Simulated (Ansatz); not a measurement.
A nudged elastic band was laid between two geometries of CH4FOSi (8 atoms, charge 1, multiplicity 1).

Theory: RKS PBE0/def2-SVP (Ansatz 0.2.0).

```
movable images  : 9
climbing image  : yes
spring          : 5.0 eV/Å²
optimiser       : quadratic models (default)
start path      : through a guess of the saddle point
force threshold : 0.05 eV/Å
iteration limit : 54
end points      : relaxed
```

First end point:

```xyz
8
Properties=species:S:1:pos:R:3
O -0.733 1.520 -0.302
C 0.059 0.898 0.441
Si 0.358 -0.992 0.046
F -0.663 -0.958 -1.224
H -1.109 0.937 -1.014
H 0.489 1.529 1.239
H 1.767 -1.152 -0.363
H -0.169 -1.781 1.177
```

Last end point:

```xyz
8
Properties=species:S:1:pos:R:3
O -0.164 1.749 0.586
C -0.392 0.807 -0.211
Si 0.242 -1.051 -0.136
F -0.468 -1.666 -1.431
H 0.405 1.541 1.357
H -1.042 1.135 -1.046
H 1.713 -0.940 -0.260
H -0.293 -1.574 1.141
```

Problem. What changes between the two ends?

Solution. No bond is made or broken. The dihedral O1–C2–Si3–F4 goes from 0 to 178°.

Problem. Give the energies along the band, and the barrier.

Solution. The run converged. The highest image is number 5 of 0 to 10, 27.1 kJ/mol above the first end and 3.7 kJ/mol above the last; the last end lies 23.4 kJ/mol above the first. A vibrational analysis at the climbing image gives one clearly imaginary mode, 95i cm⁻¹: a first-order saddle point. Limits of this set-up: the dipole of an ion depends on the origin.

```json
{"image": "0", "path coordinate (Å)": "0.00", "energy (kJ/mol)": "0.0", "dihedral O1–C2–Si3–F4 (°)": "0"}
{"image": "1", "path coordinate (Å)": "0.49", "energy (kJ/mol)": "4.2", "dihedral O1–C2–Si3–F4 (°)": "15"}
{"image": "2", "path coordinate (Å)": "0.98", "energy (kJ/mol)": "13.1", "dihedral O1–C2–Si3–F4 (°)": "30"}
{"image": "3", "path coordinate (Å)": "1.47", "energy (kJ/mol)": "21.1", "dihedral O1–C2–Si3–F4 (°)": "46"}
{"image": "4", "path coordinate (Å)": "1.95", "energy (kJ/mol)": "25.8", "dihedral O1–C2–Si3–F4 (°)": "63"}
{"image": "5", "path coordinate (Å)": "2.44", "energy (kJ/mol)": "27.1", "dihedral O1–C2–Si3–F4 (°)": "80"}
{"image": "6", "path coordinate (Å)": "2.99", "energy (kJ/mol)": "26.0", "dihedral O1–C2–Si3–F4 (°)": "99"}
{"image": "7", "path coordinate (Å)": "3.54", "energy (kJ/mol)": "24.5", "dihedral O1–C2–Si3–F4 (°)": "120"}
{"image": "8", "path coordinate (Å)": "4.10", "energy (kJ/mol)": "23.4", "dihedral O1–C2–Si3–F4 (°)": "141"}
{"image": "9", "path coordinate (Å)": "4.65", "energy (kJ/mol)": "23.2", "dihedral O1–C2–Si3–F4 (°)": "160"}
{"image": "10", "path coordinate (Å)": "5.20", "energy (kJ/mol)": "23.4", "dihedral O1–C2–Si3–F4 (°)": "178"}
```

Problem. What is the geometry of the highest image?

Solution. 
```xyz
8
Properties=species:S:1:pos:R:3
O -0.992 1.508 0.177
C 0.121 0.932 0.162
Si 0.411 -1.013 -0.066
F 0.242 -1.091 -1.661
H -1.779 0.924 0.111
H 0.948 1.664 0.237
H 1.780 -1.289 0.399
H -0.731 -1.636 0.639
```

Time of the run: 3.2 min on 1 thread of Intel(R) Xeon(R) Platinum 8559C (Emerald Rapids), with other jobs on the host, peak memory 0.17 GiB.
